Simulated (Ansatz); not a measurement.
```yaml
crystal:
  periodic: [false, false, false]
  atoms:
    - {symbol: C, position_ang: [-0.941267, 0.671137, -0.518955]}
    - {symbol: Ge, position_ang: [-0.328178, -0.261247, 0.035281]}
    - {symbol: N, position_ang: [0.067094, -1.050034, -0.951112]}
    - {symbol: Si, position_ang: [0.794938, 0.158242, 1.047497]}
    - {symbol: H, position_ang: [-1.495411, 0.548892, -0.847805]}
    - {symbol: H, position_ang: [-0.438324, 1.025697, -0.918286]}
    - {symbol: H, position_ang: [-1.066038, 1.227361, 0.020113]}
    - {symbol: H, position_ang: [-1.037870, -0.910225, 0.580836]}
    - {symbol: H, position_ang: [0.584816, -0.758542, -1.145713]}
    - {symbol: H, position_ang: [0.243980, -1.451124, -0.642535]}
    - {symbol: H, position_ang: [1.395805, -0.678004, 1.249135]}
    - {symbol: H, position_ang: [1.639612, 0.689805, 0.429388]}
    - {symbol: H, position_ang: [0.599642, 0.656748, 1.828754]}
basis:
  gaussian: {orbitals: aug-pcseg-2}
hamiltonian: {xc: {name: B97}}
scf: {lower_state_search: full}
output: {forces: true}
```

```sh
$ ansatz run in.yaml --threads 4 --pin off --events-out ev --progress --plain --max-ram 10444MiB
```

Output, abridged:

```
Functional definition: B97
  name "B97"
  cite "Becke, J. Chem. Phys. 107, 8554 (1997) doi:10.1063/1.475007"
  parameter cx = 0.1943
  parameter cx0 = 0.8094
  parameter cx1 = 0.5073
  parameter cx2 = 0.7481
  parameter css0 = 0.1737
  parameter css1 = 2.3487
  parameter css2 = -2.4868
  parameter cos0 = 0.9454
  parameter cos1 = 0.7471
  parameter cos2 = -4.5961
  exchange = spin_sum(e_x_unif_s*poly(b97_u_x, cx0, cx1, cx2)) + cx*exact_x
  correlation = spin_sum(e_c_pw_same_spin*poly(b97_u_same, css0, css1, css2))
      + integral(e_c_pw_opposite_spin*poly(b97_u_opposite, cos0, cos1, cos2))
1750 factors; their error is unknown
mean field evaluation 1: about -66938.4221 eV, gradient 1.5e2 eV
mean field evaluation 2: about -66819.2635 eV, gradient 2.3e2 eV
mean field evaluation 4: about -66972.4242 eV, gradient 2.4e1 eV
mean field evaluation 8: about -66973.0685 eV, gradient 1.1e-1 eV
mean field evaluation 16: about -66973.2889 eV, gradient 1.4e-3 eV
mean field -66973.28894657 eV, -2461.2229726608 hartree, gradient 2.8e-5 eV, S^2 0.000000; 0 other end points of the search recorded, 0 dependent functions left out
the calculation of the forces begins
reference -66973.28899566 eV, -2461.2229744649 hartree; 34, 34 occupied and 374, 374 virtual orbitals, 1750 factors
Total energy: -66973.28899566 eV, -2461.2229744649 hartree
Atom 0 at    -0.941267     0.671137    -0.518955 Å, force    -4.826843    32.841343     2.925031 eV/Å
Atom 1 at    -0.328178    -0.261247     0.035281 Å, force    -1.371138   -22.404451    31.705833 eV/Å
Atom 2 at     0.067094    -1.050034    -0.951112 Å, force   -78.664481    34.076802   -84.123745 eV/Å
Atom 3 at     0.794938     0.158242     1.047497 Å, force    19.213183     3.764776    -0.021577 eV/Å
Atom 4 at    -1.495411     0.548892    -0.847805 Å, force   -50.250369   -10.598277   -30.424316 eV/Å
Atom 5 at    -0.438324     1.025697    -0.918286 Å, force    23.312751    17.823931   -21.143506 eV/Å
Atom 6 at    -1.066038     1.227361     0.020113 Å, force    -6.102573    19.197051    16.266019 eV/Å
Atom 7 at    -1.037870    -0.910225     0.580836 Å, force   -14.435265   -12.854897    11.433778 eV/Å
Atom 8 at     0.584816    -0.758542    -1.145713 Å, force    56.967295    30.691969   -25.669685 eV/Å
Atom 9 at     0.243980    -1.451124    -0.642535 Å, force    42.059720  -100.109548    69.430719 eV/Å
Atom 10 at     1.395805    -0.678004     1.249135 Å, force    12.999895   -18.249771     5.311950 eV/Å
Atom 11 at     1.639612     0.689805     0.429388 Å, force     8.517605     6.263739    -6.283300 eV/Å
Atom 12 at     0.599642     0.656748     1.828754 Å, force    -7.419780    19.557333    30.592799 eV/Å
Dipole moment:    -0.067985     0.192967    -0.042424 e Å
```

(1) What is wrong with this run?

Answers

(1) The geometry is squeezed to about two thirds of its size. The run converged. The result belongs to that input, not to the molecule as meant.
